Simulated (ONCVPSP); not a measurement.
O ONCV: all-electron and pseudo phase curves

```
Element                 : oxygen (O)
Generator               : ONCVPSP 4.0.1
Type                    : optimised norm-conserving Vanderbilt (ONCV)
Functional              : PBE
Relativity              : scalar-relativistic
Frozen core             : [He]
Valence charge          : 6
Reference configuration : 2s2 2p4
Partial waves           : 2s: rc 0.75 bohr, ncon 4, nbas 7, qcut 10 1/bohr, 3 projectors, debl 1.3 Ha; 2p: rc 1.55 bohr, ncon 5, nbas 9, qcut 11 1/bohr, 2 projectors, debl 1.6 Ha
Local potential         : polynomial inside 0.55 bohr (lpopt 1, dvloc0 -1 Ha)
Core correction         : Teter function, fcfact 5.25, rcfact 1.55
```

The phase is arctan(r·R′/R) of the radial function R(r), unwrapped; energies in Ha, scanned from -2 to 5 Ha. A pole is an energy at which the radial function vanishes at the test radius. The pseudo phase is shifted by a multiple of π to meet the all-electron one at the reference energy, and phase errors are pseudo minus all-electron; the curves can meet again beyond the range given. Levels narrower than the energy grid can be missing from the lists of poles.

```json
{"channel": "s", "radius (bohr)": "0.76", "reference energy (Ha)": "-0.88", "poles, all-electron": "none", "poles, pseudo": "none", "unbroken range about the reference energy with phases within 0.05 rad": "the whole range", "phase error 1 Ha above the reference energy (rad)": "+0.000"}
{"channel": "p", "radius (bohr)": "1.57", "reference energy (Ha)": "-0.33", "poles, all-electron": "0.35", "poles, pseudo": "0.35", "unbroken range about the reference energy with phases within 0.05 rad": "the whole range", "phase error 1 Ha above the reference energy (rad)": "-0.000"}
```

Note: ghosts flagged at negative energy: s at -451.3 eV; GHOST(+) flags only above 600 eV. A true bound ghost makes a file unfit for plane-wave use.

Phases in the s channel:

| E (Ha) | all-electron | pseudo |
| --- | --- | --- |
| -1.98 | -0.235 | -0.235 |
| -1.62 | -0.356 | -0.356 |
| -1.26 | -0.471 | -0.471 |
| -0.90 | -0.579 | -0.579 |
| -0.54 | -0.677 | -0.677 |
| -0.18 | -0.766 | -0.766 |
| 0.18 | -0.846 | -0.846 |
| 0.54 | -0.917 | -0.917 |
| 0.90 | -0.980 | -0.980 |
| 1.26 | -1.036 | -1.036 |
| 1.62 | -1.085 | -1.085 |
| 1.98 | -1.130 | -1.130 |
| 2.34 | -1.169 | -1.169 |
| 2.70 | -1.205 | -1.205 |
| 3.06 | -1.238 | -1.238 |
| 3.42 | -1.267 | -1.267 |
| 3.78 | -1.294 | -1.294 |
| 4.14 | -1.319 | -1.319 |
| 4.50 | -1.341 | -1.341 |
| 4.86 | -1.362 | -1.362 |
